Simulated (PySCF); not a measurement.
Screening by computed properties: pick the candidate that meets the target.

Each SMILES stands for a single optimised conformer of the isolated species, non-relativistic unless stated; the electronic structure was computed with PySCF and density fitting.

Dipoles, sizes and rotational constants follow the conformer. The torsions of the flexible species, by atom-mapped SMILES:
- `[CH3:1][C:2](=[O:3])[NH:4][Si@:5]([CH3:6])([NH2:7])[SiH3:8]`: C1–C2–N4–Si5 -179°, C2–N4–Si5–C6 -129°, H–N7–Si5–N4 -67°, H–N7–Si5–N4 161°
- `[CH3:1][C:2](=[S:3])[O:4][SiH2:5][CH2:6][CH2:7][SiH3:8]`: C1–C2–O4–Si5 180°, C2–O4–Si5–C6 -74°, O4–Si5–C6–C7 174°, Si5–C6–C7–Si8 62°
- `[CH3:1][C:2]#[C:3][Si@@H:4]([F:5])[C@@H:6]([CH3:7])[CH:8]1[CH2:9][CH2:10]1`: C3–Si4–C6–C7 -58°, Si4–C6–C8–C9 80°
- `[CH2:1]=[C:2]([CH3:3])[Si@H:4]1[SiH2:5][O:6][CH:7]=[C:8]1[O:9][CH3:10]`: C1–C2–Si4–Si5 124°, C7–C8–O9–C10 0°
- `[SiH3:1][C@@H:2]([O:3][SiH2:4][SH:5])[CH:6]1[CH2:7][CH2:8]1`: Si1–C2–O3–Si4 180°, C2–O3–Si4–S5 177°, Si1–C2–C6–C7 154°, H–S5–Si4–O3 -18°
- `[CH3:1][C:2](=[O:3])[NH:4][Si:5]([CH3:6])([SiH3:7])[SiH3:8]`: C1–C2–N4–Si5 180°, C2–N4–Si5–C6 180°

Task: Wanted: dipole moment above 3.5 D (PBE0/pcSseg-1) and HOMO energy below -6.3 eV (PBE0/pcSseg-1), at GFN2-xTB geometries. Which candidate meets both?
A. `C=C(C)[Si@H]1[SiH2]OC=C1OC`
B. `CC(=O)N[Si@](C)(N)[SiH3]`
C. `CC#C[Si@@H](F)[C@@H](C)C1CC1`
D. `CC(=S)O[SiH2]CC[SiH3]`
E. `C1C([C@H](O[SiH2]S)[SiH3])C1`

Result: B. Computed values:
| species | dipole moment | HOMO energy |
| --- | --- | --- |
| C=C(C)[Si@H]1[SiH2]OC=C1OC | 0.86 D | -5.99 eV |
| CC(=S)O[SiH2]CC[SiH3] | 1.69 D | -6.58 eV |
| CC#C[Si@@H](F)[C@@H](C)C1CC1 | 2.73 D | -7.50 eV |
| C1C([C@H](O[SiH2]S)[SiH3])C1 | 3.17 D | -7.15 eV |
| CC(=O)N[Si@](C)(N)[SiH3] | 3.91 D | -6.86 eV |

Task: Wanted: HOMO–LUMO gap above 6 eV (PBE0/pcSseg-1) and smallest rotational constant above 0.8 GHz (GFN2-xTB), at GFN2-xTB geometries. Which candidate meets both?
A. `[Si@](N)([SiH3])(NC(=O)C)C`
B. `C1C([C@@H]([Si@@H](C#CC)F)C)C1`
C. `CC(=S)O[SiH2]CC[SiH3]`
D. `C(=O)(N[Si]([SiH3])([SiH3])C)C`

Result: A. Computed values:
```
                       species  HOMO–LUMO gap  smallest rotational constant
         CC(=S)O[SiH2]CC[SiH3]        5.17 eV                     0.438 GHz
C(=O)(N[Si]([SiH3])([SiH3])C)C        6.87 eV                     0.765 GHz
    [Si@](N)([SiH3])(NC(=O)C)C        7.12 eV                     0.833 GHz
C1C([C@@H]([Si@@H](C#CC)F)C)C1        7.38 eV                     0.544 GHz
```
